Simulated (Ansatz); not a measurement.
(Cl2Al-mu-PSiH3)2 (Al₂Si₄P₂H₁₂Cl₄) was relaxed with PBE-D4 (def2-SVP) in Ansatz in these states: charge +1 doublet, neutral singlet. The geometries follow in no particular order.

A:

Cartesian coordinates in Å:
```
Al 0.415 -1.491 -0.722
Cl -0.998 -2.406 -2.037
Cl 2.298 -2.412 -0.322
P -0.652 -0.835 1.338
Si 0.373 -1.586 3.206
Si -2.869 -1.277 1.338
Al -0.189 1.477 0.832
Cl -2.009 2.562 0.562
Cl 1.350 2.218 2.110
P 0.731 0.829 -1.301
Si -0.579 1.466 -3.030
Si 2.893 1.408 -1.603
H -0.234 -0.898 4.395
H 1.822 -1.243 3.059
H 0.172 -3.071 3.304
H -3.493 -0.623 2.539
H -3.410 -0.701 0.066
H -3.068 -2.763 1.390
H -0.524 2.959 -3.156
H -1.963 1.001 -2.701
H -0.073 0.817 -4.285
H 3.404 0.729 -2.842
H 3.628 0.943 -0.385
H 2.976 2.899 -1.754
```

B:

```xyz
24

Al    0.4770   -1.5488   -0.2976
Cl    0.1977   -2.9166    1.2940
Cl    1.2977   -2.0111   -2.1902
P     1.6551    0.3922    0.5884
Si    3.4767    1.0449   -0.6317
Si    2.0513    0.2550    2.8382
Al   -0.3953    1.5969    0.0525
Cl   -1.2430    2.2714    1.8716
Cl   -0.0280    2.7912   -1.6526
P    -1.6323   -0.3805   -0.6556
Si   -3.2649   -0.9978    0.8245
Si   -2.3284   -0.3413   -2.8343
H     3.8418    2.4018   -0.1120
H     3.0232    1.0548   -2.0550
H     4.5383    0.0259   -0.3504
H     2.4929    1.6227    3.2599
H     0.7481   -0.1580    3.4416
H     3.1321   -0.7685    3.0038
H    -4.3549    0.0193    0.6810
H    -2.6075   -0.9750    2.1662
H    -3.7039   -2.3662    0.4025
H    -2.7680   -1.7405   -3.1400
H    -1.1398    0.0956   -3.6268
H    -3.4660    0.6324   -2.8781
```

Question: Judge from the bond lengths which geometry belongs to which state (an estimate).

Answer: A is the neutral singlet (P4–Si5 2.258 Å, P10–Si12 2.258 Å, P4–Si6 2.260 Å); B is the charge +1 doublet (P4–Si5 2.288 Å, P10–Si12 2.288 Å, P4–Si6 2.289 Å).
